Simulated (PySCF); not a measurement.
BiFH₂Te₂, SMILES [TeH][Bi]([F])[TeH].

Geometry: PBE-D3(BJ)/def2-SVP. The structure was generated by enumeration; whether it is a known compound was not checked. The def2 effective core potentials stand for the cores of Bi, Te; spin–orbit coupling is left out.

The numbers are results of PBE-D3(BJ)/def2-SVP run with PySCF, not measurements.

Frequencies are harmonic and unscaled.

```csv
mode,ν (cm⁻¹),IR (km/mol),Raman (Å⁴/amu),depolarisation,moving atoms (share of kinetic energy)
1,45,0.1,2.9,0.65,"Te 81 %, Bi 15 %"
2,88,2.1,3.9,0.66,"F 83 %, Te 12 %"
3,97,4.0,4.6,0.65,"F 68 %, H 14 %, Te 9 %, Bi 9 %"
4,133,1.2,6.6,0.33,"H 82 %, Te 8 %"
5,153,7.5,6.4,0.71,"Te 53 %, Bi 37 %, H 9 %"
6,159,6.0,10.9,0.15,"Te 50 %, Bi 37 %, H 10 %"
7,177,3.6,9.6,0.73,"H 81 %, Te 9 %"
8,477,2.9,7.2,0.26,H 99 %
9,497,8.8,32.2,0.59,H 98 %
10,529,58.6,12.1,0.10,"F 91 %, Bi 8 %"
11,2038,43.4,306.5,0.28,H 99 %
12,2055,21.5,74.9,0.35,H 99 %
```
